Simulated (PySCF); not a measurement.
Electron correlation in As (arsenic, neutral)

[Ar] 3d10 4s2 4p2 5s1, high-spin 4P determinant (an excited configuration). Computed with PySCF 2.14 in aug-cc-pVTZ-PP with ECP10MDF (6s5p4d2f, 55 functions), with scalar relativity through the core potential. Frozen: 3s2 3p6 3d10; 5 electrons correlated.

| level | correlation energy (mhartree) |
| --- | --- |
| CCSD | -79.83 |
| (T) | -2.59 |
| CCSD(T) | -82.42 |

Diagnostics: T1 = 0.014, D1 = 0.0401, largest double amplitude 0.085.

Question: Is a single reference adequate?

Answer: Mostly. T1 lies below 0.03, but a double amplitude of this size points to a near-degeneracy that CCSD handles and MP2 describes poorly.
